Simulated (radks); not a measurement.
The numbers below are computed, except where a source is named.
Species: the cerium ion Ce5+. Configuration: [Kr] 4d10 5s2 5p5. Code: a radial shooting solver on a logarithmic mesh with Libxc functionals. Model: scalar-relativistic Kohn-Sham, r2SCAN, spin-unpolarised, spherical densities, finite nucleus; meta-GGA in the generalised Kohn-Sham scheme; Fermi nuclear charge, rms radius 4.8771 fm.

Normalised radial functions P(r) = r R(r), r in bohr:

```
   r/bohr * 5s, o 4f, + 6s (the largest magnitude, 1.02, reaches the edge; | marks zero, & curves that meet)
 0.002813                             o+*
 0.003783                             o+ *
 0.005086                             o +*
 0.006783                             o + *
  0.00912                             o + *
  0.01226                             o + *
  0.01648                             o + *
  0.02199                             o+*
  0.02956                             &
  0.03974                          * +o
  0.05343                       *  +  o
  0.07127                      *  +   o
  0.09581                         * + |o
   0.1288                             |+&
   0.1732                             |    &  *
    0.231                             |    +   &
   0.3106                             +*             o
   0.4176                  *    +     |                    o
   0.5614                *     +      |                         o
   0.7548                             |*+                        o
    1.007                             |          +       *   o
    1.353                             |        +       o        *
     1.82                        +    |         o        *
    2.447            +                |   o   *
    3.263            +                |o*
    4.387                    +        &
    5.898                           + &
     7.93                             &
```

5s: eigenvalue -93.665 eV, 4 radial nodes at r = 0.0302, 0.120, 0.315, 0.748 bohr, <r> = 1.45 bohr, 90 % of the charge inside 2.05 bohr. 4f (empty): eigenvalue -61.557 eV, 0 radial nodes, <r> = 0.942 bohr, 90 % of the charge inside 1.55 bohr. 6s (empty): eigenvalue -35.952 eV, 5 radial nodes at r = 0.0302, 0.119, 0.312, 0.719, 1.66 bohr, <r> = 2.93 bohr, 90 % of the charge inside 4.14 bohr.
